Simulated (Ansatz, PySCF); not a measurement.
C2H4N3, charge +1. Atoms are numbered in the order given.

```xyz
9

C      0.0000    -1.0526    -0.4322
N      0.0000     0.0000    -1.2350
C      0.0000     1.0526    -0.4322
N      0.0000     0.6693     0.8488
N      0.0000    -0.6693     0.8488
H      0.0000    -2.1020    -0.7339
H      0.0000     2.1020    -0.7339
H      0.0000     1.2192     1.7082
H      0.0000    -1.2192     1.7082
```
Charge +1, spin multiplicity 1.

Geometry optimised at PBE0-D3(BJ)/def2-SVP. The isomer is the one that the SMILES or the coordinates give; other isomers of the formula were not compared.

Vertical ionisation energy (IE) and electron affinity (EA) in eV. Rows of orbital energies are one-electron estimates. Where ΔSCF, EOM or ADC give a negative EA the extra electron is unbound and the value depends on the basis.

| level | IE | EA |
|---|---|---|
| −ε(HOMO), −ε(LUMO), HF/def2-TZVP (PySCF) | 17.55 | 2.71 |
| −ε(HOMO), −ε(LUMO), PBE/def2-TZVP (PySCF) | ___ | ___ |
| ΔSCF, PBE0/def2-SVPD (Ansatz), final states of multiplicity 2 and 2 | 16.81 | 4.59 |
| ΔSCF, PBE/def2-SVPD (Ansatz), final states of multiplicity 2 and 2 | 16.79 | 4.54 |

Q: Complete the blanks. (The exact figures need the calculation; the answer reports its results.)

A: 
- −ε(HOMO), −ε(LUMO), PBE/def2-TZVP (PySCF), IE: 12.72
- −ε(HOMO), −ε(LUMO), PBE/def2-TZVP (PySCF), EA: 7.80

Q: What vertical singlet–triplet gap does ΔSCF give with PBE0/def2-SVPD (Ansatz, a first-principles code) and with PBE/def2-SVPD (Ansatz)? (An estimate is asked for; the answer gives what the named calculation found.)

A: 4.91 and 4.98 eV (triplet above singlet where positive).
